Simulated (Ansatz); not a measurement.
Cost and result for the atomization energy of ClH₄SiSn (`[SiH3][SnH][Cl]`) radical (7 atoms, 6 bonds).

```xyz
7

Si   -0.284    0.065    1.098
Sn    0.997    0.146   -1.154
Cl    0.275   -1.782   -2.301
H     0.099    1.258    1.898
H     0.131   -1.171    1.806
H    -1.752    0.057    0.869
H     0.534    1.427   -2.217
```

The species carries charge 0 and has multiplicity 2. Correlated methods include outer-core shells of Sn, which these sets cover unevenly. Sn takes the def2 core potential. All single points use the PBE0-D4/def2-TZVP geometry. Program: Ansatz. All runs use 4 threads of an Arm Neoverse V2 on a shared host. Times are those of one run each, without the atoms' runs, and a repeat can differ threefold. Electronic energies, without spin–orbit coupling; frozen cores. CCSD(T)/CBS adds CCSD(T) − MP2 in def2-TZVPP to the MP2 limit, and its time is that of the two runs behind it. T1 = 0.015; ⟨S²⟩ of the reference is 0.76. With those shells the extrapolation isn't a true limit. B3LYP takes the VWN-RPA correlation (the form of Gaussian; ORCA's B3LYP/G). HSE06 is the plane-wave form, built on full-range PBE exchange.

CCSD(T)/CBS is a level of theory with its own doubt, some kJ/mol a heavy atom from the limit and from the frozen cores, so smaller differences don't rank the functionals.

```
                             level  functions  wall time  atomization (kJ/mol)  difference from CCSD(T)/CBS  per bond
                BLYP-D4/def2-TZVPP        190      2.2 s                1723.9                        -35.1      -5.8
           CAM-B3LYP-D4/def2-TZVPP        190      3.5 s                1745.0                        -14.0      -2.3
               HSE06-D4/def2-TZVPP        190      3.6 s                1730.1                        -28.9      -4.8
 B3LYP-D4/def2-TZVPP (with forces)        190      3.6 s                1742.9                        -16.1      -2.7
               BHLYP-D4/def2-TZVPP        190      3.9 s                1725.5                        -33.5      -5.6
               PBE-QIDH/def2-TZVPP        190      4.4 s                1721.3                        -37.7      -6.3
                 B2PLYP/def2-TZVPP        190      4.7 s                1710.1                        -48.9      -8.1
                  CCSD(T)/def2-SVP         82      4.7 s                1600.2                       -158.8     -26.5
r2SCAN-D4/def2-TZVPP (with forces)        190      5.5 s                1759.8                          0.8       0.1
                ωB97X-V/def2-TZVPP        190      9.5 s                1770.5                         11.5       1.9
                    MP2/def2-QZVPP        342       12 s                1710.5                        -48.5      -8.1
                CCSD(T)/def2-TZVPP        190    2.7 min                1702.2                        -56.8      -9.5
                 CCSD(T)/CBS(def2)          –    2.9 min                1759.0                          0.0       0.0
```

At CCSD(T), def2-SVP lies −158.8 kJ/mol from the extrapolated value and def2-TZVPP −56.8 kJ/mol: correlation converges slowly with the basis, and small sets miss more of it in the bonded molecule than in its fragments. Leaving LDA and LC-ωPBE aside and taking each functional with its dispersion term where it has one, the values, not all of them listed here, spread over 79.6 kJ/mol, from revPBE-D4 to B97M-V. LDA lies +236.0 kJ/mol from PBE without D4, its usual overbinding. From r2SCAN to r2SCAN0 (25 % exact exchange), in def2-TZVPP and without D4, the atomization energy moves by −18.1 kJ/mol: exact exchange takes away binding that semilocal exchange gives to molecules.

Spin–orbit coupling would lower the free Sn atoms strongly, and the atomization energy with them, by more than many differences here. For some Ge, Se and Sn compounds the MP2-based and the directly extrapolated limit differ by 10 to 25 kJ/mol.
